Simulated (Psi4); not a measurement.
propyl chloride (C₃H₇Cl), singlet, at a GFN2-xTB geometry; DLPNO-MP2/cc-pVDZ (Psi4 1.11).

Here is a job for Psi4.
```
memory 2 GB

molecule mol {
0 1
C     0.895568   -0.626932    0.008948
C     2.362496   -0.211158    0.028295
C    -0.008376    0.594253    0.001829
H     0.672448   -1.235995    0.886785
H     0.694098   -1.230258   -0.878038
H     3.001061   -1.090297    0.033271
Cl   -1.726146    0.108846   -0.020821
H     2.603733    0.384592   -0.849005
H     2.582092    0.378857    0.915103
H     0.135530    1.199972    0.896784
H     0.157393    1.205765   -0.885371
}

set {
  basis cc-pvdz
  reference rhf
  freeze_core true
}

energy('dlpno-mp2')
print_variables()
```

The log (banner, timings and long lists left out):

```
    SCF Algorithm Type (re)set to DF.

   => Loading Basis Set <=

    Name: CC-PVDZ
    Role: ORBITAL
    Keyword: BASIS

         ---------------------------------------------------------
                                   SCF
               by Justin Turney, Rob Parrish, Andy Simmonett
                          and Daniel G. A. Smith
                              RHF Reference
         ---------------------------------------------------------

  ==> Geometry <==

    Molecular point group: c1
    Full point group: C1

    Geometry (in Angstrom), charge = 0, multiplicity = 1:

       Center              X                  Y                   Z               Mass
    ------------   -----------------  -----------------  -----------------  -----------------
         C            1.042211862164    -0.633209336960     0.010726412093    12.000000000000
         C            2.509139862164    -0.217435336960     0.030073412093    12.000000000000
         C            0.138267862164     0.587975663040     0.003607412093    12.000000000000
         H            0.819091862164    -1.242272336960     0.888563412093     1.007825032230
         H            0.840741862164    -1.236535336960    -0.876259587907     1.007825032230
         H            3.147704862164    -1.096574336960     0.035049412093     1.007825032230
         CL          -1.579502137836     0.102568663040    -0.019042587907    34.968852682000
         H            2.750376862164     0.378314663040    -0.847226587907     1.007825032230
         H            2.728735862164     0.372579663040     0.916881412093     1.007825032230
         H            0.282173862164     1.193694663040     0.898562412093     1.007825032230
         H            0.304036862164     1.199487663040    -0.883592587907     1.007825032230

  Running in c1 symmetry.

  Rotational constants: A =      0.86210  B =      0.08025  C =      0.07658 [cm^-1]
  Rotational constants: A =  25845.11357  B =   2405.92934  C =   2295.80069 [MHz]
  Nuclear repulsion =  159.313404383910040

  Charge       = 0
  Multiplicity = 1
  Electrons    = 42
  Nalpha       = 21
  Nbeta        = 21

  ==> Algorithm <==

  SCF Algorithm Type is DF.
  DIIS enabled.
  MOM disabled.
  Fractional occupation disabled.
  Guess Type is SAD.
  Energy threshold   = 1.00e-08
  Density threshold  = 1.00e-08
  Integral threshold = 1.00e-12

  ==> Primary Basis <==

  Basis Set: CC-PVDZ
    Blend: CC-PVDZ
    Number of shells: 47
    Number of basis functions: 95
[...]
  @DF-RHF Final Energy:  -577.19592718488127
    Total Energy =                       -577.1959271848811568
[...]

  ==> Forming Local MO Domains <==

    Auxiliary BFs per Local MO:
      Average =  243 AUX BFs (6 atoms)
      Min     =  154 AUX BFs (3 atoms)
      Max     =  314 AUX BFs (9 atoms)

    Projected AOs per Local MO:
      Average =   89 PAOs (9 atoms)
      Min     =   80 PAOs (8 atoms)
      Max     =   95 PAOs (11 atoms)

    Local MOs per Local MO:
      Average =   13 LMOs
      Min     =   13 LMOs
      Max     =   13 LMOs

    Screened 0 of 169 LMO pairs (0.00 %)
             0 pairs met overlap criteria
             13 pairs met energy criteria

    Screened LMO pair energy =  0.000000000000

  ==> Merging LMO Domains into LMO Pair Domains <==

    Auxiliary BFs per Local MO pair:
      Average =  301 AUX BFs (8 atoms)
      Min     =  154 AUX BFs (3 atoms)
      Max     =  342 AUX BFs (11 atoms)

    Local MOs per Local MO pair:
      Average =   13 LMOs
      Min     =   13 LMOs
      Max     =   13 LMOs

    Projected AOs per Local MO pair:
      Average =   93 PAOs (10 atoms)
      Min     =   80 PAOs (8 atoms)
      Max     =   95 PAOs (11 atoms)

    Coefficient sparsity in AO -> LMO transform:   0.00 %
    Coefficient sparsity in AO -> PAO transform:   0.00 %
    Coefficient sparsity in combined transforms:   0.00 %

    Storing transformed LMO/PAO integrals in sparse format.

  ==> Transforming 3-Index Integrals to LMO/PAO basis <==

  ==> Forming Pair Natural Orbitals <==

    Natural Orbitals per Local MO pair:
      Avg:  35 NOs
      Min:  16 NOs
      Max:  53 NOs

    PNO truncation energy = -0.000034915225

  ==> Local MP2 <==

    E_CONVERGENCE = 1.00e-06
    R_CONVERGENCE = 1.00e-06

                     Corr. Energy    Delta E     Max R
  @LMP2 iter   0:  -0.564581618894 -5.646e-01  8.047e-04
  @LMP2 iter   1:  -0.570634545141 -6.053e-03  2.692e-04
  @LMP2 iter   2:  -0.570849289186 -2.147e-04  4.862e-05
  @LMP2 iter   3:  -0.570862419160 -1.313e-05  1.308e-05
  @LMP2 iter   4:  -0.570862920916 -5.018e-07  1.204e-06
  @LMP2 iter   5:  -0.570862931074 -1.016e-08  2.806e-07

  Total DLPNO-MP2 Correlation Energy:  -0.570897846299
    MP2 Correlation Energy:            -0.570862931074
    LMO Truncation Correction:          0.000000000000
    PNO Truncation Correction:         -0.000034915225

  Variable Map:
  ----------------------------------------------------------------------------
[...]
  Array Variable Map:
  ----------------------------------------------------------------------------
[...]
[...]
```
